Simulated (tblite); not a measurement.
Isomers of C3H7FO2Si. All values are computed: GFN2-xTB (tblite) harmonic vibrations without scaling, gas phase. Errors from tens to a few hundred cm⁻¹ against measured bands are possible. Modes of hydrogen on silicon can be 10 to 20 % off. One conformer each.

Electronic energies: GFN2-xTB at the same geometries; isomer energies are rough at this level and their order can be wrong.

```csv
SMILES,"electronic energy, lowest = 0 (kJ/mol)"
C=C(O[SiH3])OCF,114.8
F[C@@H]1C[C@H](O[SiH3])O1,89.4
FC[SiH]1OCCO1,0.0
O=C(CCF)O[SiH3],35.4
```

**Question.** How do GFN2-xTB zero-point energies change the relative energies?

**Answer.** 
```json
{"SMILES": "FC[SiH]1OCCO1", "ZPE (kJ/mol)": "266.4", "of it from modes above 1550 cm⁻¹": "120.0", "electronic (kJ/mol)": "0.0", "with ZPE, lowest = 0 (kJ/mol)": "0.0", "lowest mode (cm⁻¹)": "20", "rings": "1"}
{"SMILES": "O=C(CCF)O[SiH3]", "ZPE (kJ/mol)": "247.8", "of it from modes above 1550 cm⁻¹": "123.4", "electronic (kJ/mol)": "35.4", "with ZPE, lowest = 0 (kJ/mol)": "16.8", "lowest mode (cm⁻¹)": "40", "rings": "0"}
{"SMILES": "F[C@@H]1C[C@H](O[SiH3])O1", "ZPE (kJ/mol)": "251.9", "of it from modes above 1550 cm⁻¹": "112.3", "electronic (kJ/mol)": "89.4", "with ZPE, lowest = 0 (kJ/mol)": "74.9", "lowest mode (cm⁻¹)": "48", "rings": "1"}
{"SMILES": "C=C(O[SiH3])OCF", "ZPE (kJ/mol)": "245.7", "of it from modes above 1550 cm⁻¹": "124.7", "electronic (kJ/mol)": "114.8", "with ZPE, lowest = 0 (kJ/mol)": "94.1", "lowest mode (cm⁻¹)": "36", "rings": "0"}
```

The zero-point energies span 20.7 kJ/mol, from `C=C(O[SiH3])OCF` to `FC[SiH]1OCCO1`. The order is unchanged.

**Question.** What do entropy and thermal enthalpy add at 298.15 K and 1 bar (rigid rotor, harmonic oscillator, one conformer each)?

**Answer.** 
```tsv
SMILES	point group	symmetry number	S (J/(mol K))	H − H(0) (kJ/mol)	ZPE + H − H(0) − TS (kJ/mol)
O=C(CCF)O[SiH3]	Cs	1	406.9	26.90	153.4
F[C@@H]1C[C@H](O[SiH3])O1	C1	1	371.1	23.23	164.5
C=C(O[SiH3])OCF	C1	1	398.7	26.21	153.1
```

Not tabulated: `FC[SiH]1OCCO1` (lowest mode only 20 cm⁻¹).
